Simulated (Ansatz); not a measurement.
`B[NH][GaH2]` + `B1N[SiH2]1` → `BN1B[SiH2]1` + `[NH2][GaH2]` at 400 K and 1 bar (ligand exchange at a B–N bond).

Gas-phase electronic energies from Ansatz, PBE0-D4/def2-TZVP geometries. CBS: MP2 limit from def2 TZ/QZ plus the TZ coupled-cluster correction, frozen cores. For Ga outer-core shells are correlated without core-valence functions, which leaves a few kJ/mol of doubt a bond. Scalar relativity is left out up to krypton.

```csv
species,CCSD(T)/CBS energy (Eh),H − E (kJ/mol),S (J/(mol·K))
`B[NH][GaH2]`,-2006.47671,160.2,324.5
`B1N[SiH2]1`,-370.97252,137.9,288.4
`BN1B[SiH2]1`,-396.37777,173.8,334.6
`[NH2][GaH2]`,-1981.05479,122.4,284.4
```

H − E and S are ideal-gas, rigid-rotor, harmonic terms from PBE0-D4/def2-TZVP. 1 Eh = 2625.50 kJ/mol, R = 8.31446 J/(mol·K).

Task: By hand: ΔE, ΔH, ΔS and ΔG.

Result: ΔE = (-396.37777) + (-1981.05479) − (-2006.47671) − (-370.97252) = 0.01667 Eh = 43.8 kJ/mol. Δ(H − E) = 173.8 + 122.4 − 160.2 − 137.9 = -1.9, so ΔH = 41.9 kJ/mol. ΔS = 334.6 + 284.4 − 324.5 − 288.4 = 6.1 J/(mol·K). ΔG = 41.9 − 400 × (6.1)/1000 = 39.5 kJ/mol.

Task: By hand: the equilibrium constant, and the temperature at which ΔG would vanish if ΔH and ΔS stayed fixed.

Result: log₁₀ K = −ΔG/(RT ln 10) = -5.2. ΔG = 0 at ΔH/ΔS = 6869 K, far beyond where these terms or the molecules hold.

The number of gas molecules stays the same, so ΔS is small and ΔH decides. A doubt of 5 kJ/mol in ΔE shifts log₁₀ K by 0.7 here. These are equilibria of isolated gas molecules and say nothing of rates. Largest T1 diagnostic: 0.014 (customary marks: 0.02 for closed shells, 0.045 for open ones).
